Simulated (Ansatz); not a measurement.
A run on `[SeH][Ge]([SeH])([SeH])[SeH]` with other settings.

```yaml
crystal:
  periodic: [false, false, false]
  atoms:
    - {symbol: Se, position_ang: [-0.345123, 1.445431, -2.187029]}
    - {symbol: Ge, position_ang: [0.455058, 0.152310, -0.272028]}
    - {symbol: Se, position_ang: [2.709850, -0.426988, -0.721516]}
    - {symbol: Se, position_ang: [-1.261884, -1.735042, -0.274883]}
    - {symbol: Se, position_ang: [0.205133, 1.165707, 1.653160]}
    - {symbol: H, position_ang: [-1.424872, 1.978482, -1.425710]}
    - {symbol: H, position_ang: [2.570442, -1.568365, 0.100004]}
    - {symbol: H, position_ang: [-0.916536, -2.169302, 1.243335]}
    - {symbol: H, position_ang: [-1.361574, 1.078972, 1.816027]}
basis:
  gaussian: {orbitals: def2-TZVPD}
hamiltonian: {xc: {name: wB97M-V}}
scf: {lower_state_search: off}
```

```sh
$ ansatz run in.yaml --threads 2 --pin off --events-out ev --progress --plain --max-ram 32768MiB --backend cuda --devices 0, --max-vram 18GiB
```

It prints (some lines left out):

```
Functional definition: wB97M-V
2366 factors; their error is unknown
525 factors; integrals over basis functions are off by at most 1.8e-5 eV
mean field evaluation 1: about -317963.9210 eV, gradient 2.7e1 eV
mean field evaluation 2: about -317964.4380 eV, gradient 2.9e1 eV
mean field evaluation 4: about -317965.7533 eV, gradient 8.7e-1 eV
mean field evaluation 8: about -317965.7641 eV, gradient 3.9e-2 eV
mean field evaluation 16: about -317966.5562 eV, gradient 2.4e-4 eV
mean field -317966.55620032 eV, -11685.0554148891 hartree, gradient 6.4e-6 eV, S^2 0.000000; 0 other end points of the search recorded, 0 dependent functions left out
reference -317966.55630441 eV, -11685.0554187143 hartree; 86, 86 occupied and 232, 232 virtual orbitals, 2366 factors
Total energy: -317966.55630441 eV, -11685.0554187143 hartree
Checks for a lower state left out: stability, starts, cluster_reference, orbital_swaps, neighbouring_geometries, increment
```

It took 12 s on 2 threads of an AMD EPYC 7R13 on a shared host and a share of an NVIDIA H100 80 GB, with 0.95 GiB of host memory at the peak.
